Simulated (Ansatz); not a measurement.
Abridged output of a molecular run in Ansatz:

```
Functional definition: HF
1123 factors; integrals over basis functions are off by at most 1.2e-3 eV
mean field evaluation 1: about -74044.8449 eV, gradient 2.7e1 eV
mean field evaluation 2: about -74044.8818 eV, gradient 2.7e1 eV
mean field evaluation 4: about -74047.2105 eV, gradient 2.9e0 eV
mean field evaluation 8: about -74047.2454 eV, gradient 1.4e-1 eV
mean field evaluation 16: about -74047.2040 eV, gradient 4.3e-1 eV
mean field -74047.24551620 eV, -2721.1860816945 hartree, gradient 4.7e-6 eV, S^2 0.000000; 0 other end points of the search recorded, 0 dependent functions left out
16 core orbitals not correlated: weight in the atoms' cores, before any rotation towards them, 1.000 or more for the frozen orbitals, at most 0.000 for the correlated occupied ones
reference -74047.24551620 eV, -2721.1860816945 hartree; 17, 17 occupied and 80, 80 virtual orbitals, 1123 factors
second order -16.12522953 eV of doubles, -0.00000000 eV of singles
cycle   1  -16.88223442 eV  change   -7.6e-1 eV  update   8.4e-2
cycle   2  -17.35689271 eV  change   -4.7e-1 eV  update   2.6e-2
cycle   3  -17.40152010 eV  change   -4.5e-2 eV  update   1.0e-2
cycle   4  -17.39773980 eV  change    3.8e-3 eV  update   3.1e-3
cycle   5  -17.39832721 eV  change   -5.9e-4 eV  update   1.2e-3
cycle   6  -17.39753254 eV  change    7.9e-4 eV  update   4.1e-4
cycle   7  -17.39751499 eV  change    1.8e-5 eV  update   1.3e-4
cycle   8  -17.39754894 eV  change   -3.4e-5 eV  update   4.1e-5
perturbative correction -0.47830554 eV, -0.0175774043 hartree
Total energy: -74065.12137067 eV, -2721.8430072297 hartree
```

Its atoms:

Z-matrix (Å, degrees):
```
C
C 1 1.526
H 1 1.093 2 111.7
H 1 1.094 2 112.0 3 -120.1
H 1 1.093 2 111.7 3 119.8
Al 2 1.956 1 117.4 3 -59.9
H 2 1.098 1 110.4 3 62.7
H 2 1.098 1 110.4 3 177.6
Se 6 2.322 2 121.1 1 0.0
H 6 1.585 2 123.7 1 179.9
H 9 1.470 6 92.3 2 -0.0
```

Question: Which basis set was used?
A. def2-SVPD
B. def2-SVP
C. def2-TZVPP
D. def2-TZVPPD

Answer: B. It gives 113 functions.

Question: Write the keys of the input that set method, charge and spin (a neutral closed shell needs none for the last two).

Answer: 
```yaml
correlation: {method: ccsd_t}
```
